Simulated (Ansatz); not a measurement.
Gas-phase electronic energies from Ansatz, PBE0-D4/def2-TZVP geometries. CBS: MP2 limit from def2 TZ/QZ plus the TZ coupled-cluster correction, frozen cores. This one scheme is used for every species. DFT in def2-TZVPP. For Ga outer-core shells are correlated without core-valence functions, which leaves a few kJ/mol of doubt a bond. Scalar relativity is left out up to krypton. One conformer a species, not always the lowest.

Reaction (ligand exchange at a Ga–C bond): `[CH3][GaH][Cl]` + `N=C=O` → `O=C=[N][GaH][Cl]` + CH₄

```tsv
level	ΔE (kJ/mol)	difference from CCSD(T)/CBS
LDA (SPW92)	-78.3	14.0
revPBE-D4	-85.7	6.6
CAM-B3LYP-D4	-95.4	-3.1
ωB97X-V	-93.5	-1.2
ωB97M-V	-90.4	1.9
PBE	-81.9	10.4
revPBE	-82.7	9.6
PBE0	-87.5	4.8
r2SCAN0	-94.4	-2.1
BHLYP	-100.2	-7.9
RPA@PBE/def2-TZVPP	-93.7	-1.4
MP2/def2-TZVPP	-99.3	-7.0
CCSD(T)/def2-TZVPP	-96.9	-4.6
HF/def2-QZVPP	-114.8	-22.5
HF/CBS(def2)	-114.8	-22.5
MP2/CBS(def2)	-94.8	-2.5
CCSD(T)/CBS	-92.3	0
```

Largest T1 diagnostic among the species: 0.018.

In def2-TZVPP, CCSD(T) changes the Hartree–Fock value by +17.5 kJ/mol (the triples alone add +1.2 kJ/mol) and MP2 by +15.0 kJ/mol. From BLYP to BHLYP (50 % exact exchange), in def2-TZVPP and without D4, ΔE moves by −12.4 kJ/mol.
